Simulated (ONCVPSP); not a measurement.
**Before and after: ONCV potential for Ta (Z = 73)**

Ta, optimised norm-conserving Vanderbilt (ONCV), made with ONCVPSP 4.0.1 (PBE, non-relativistic). Core [Kr] 4d10 4f14 5s2, reference 5p6 5d3 6s0.5 (charge +1.5). Waves: 6s: rc 2.75 bohr, ncon 5, nbas 9, qcut 2 1/bohr, 2 projectors, debl 3.6 Ha; 5p: rc 1.50 bohr, ncon 4, nbas 7, qcut 5.8 1/bohr, 2 projectors, debl 1.9 Ha; 5d: rc 2.30 bohr, ncon 4, nbas 9, qcut 8.2 1/bohr, 1 projector. Local part: polynomial inside 1.00 bohr (lpopt 3, dvloc0 0 Ha). Core correction: polynomial model core, fcfact 0.65.

Change: d: rc 3.4.

Cutoffs: the cutoffs (Ha) at which the residual kinetic energy of the hardest occupied pseudo-wave falls to 1 and 0.1 mHa per electron; they do not see the model core or the augmentation charge, which bear on the density cutoff. Errors are all-electron minus pseudo energies relative to the spin-unpolarised reference configuration.

Question: Predict the effect on cutoff, ghosts and configuration errors.

Answer: The potential gets neither clearly harder nor softer (44 Ha and 64 Ha → 44 Ha and 64 Ha); both files keep a bound ghost (s); of the 4 tests that both files solve, the error grows in 1 and shrinks in 2 by more than 15 % and 0.3 meV (median size 5.8 → 5.4 meV).

| quantity | base | changed |
| --- | --- | --- |
| cutoff, loose | 44 Ha | 44 Ha |
| cutoff, tight | 64 Ha | 64 Ha |
| loose cutoff by channel | s 4.1 Ha, p 44 Ha, d 15 Ha | s 4.1 Ha, p 44 Ha, d 18 Ha |
| bound ghosts | s | s |
| GHOST(+) flags under 300 eV | s at 67.5 eV | s at 67.5 eV |
| error for 5p6 5d3 6s2, meV [ΔE -13.30 eV] | -9.6 | -10.0 |
| error for 5p6 5d3 6s1, meV [ΔE -5.91 eV] | -1.5 | -0.7 |
| error for 5p6 5d3 6s0, meV [ΔE 7.48 eV] | -2.0 | +0.3 |
| error for 5p6 5d4 6s0, meV [ΔE -6.52 eV] | -25 | -69 |
| s: phases at 2.78 bohr within 0.05 rad from the reference energy up to (Ha; the scan ends near 5) | 1.6 | 1.6 |
| p: phases at 1.52 bohr within 0.05 rad from the reference energy up to (Ha; the scan ends near 5) | 4.4 | 4.4 |
| rms error of d²Exc/dni dnj with the model core, mHa | 0.47 | 0.93 |

 A true bound ghost makes a file unfit for plane-wave use even where its test errors are small: the radial tests pick states by their node count and pass the ghost by.
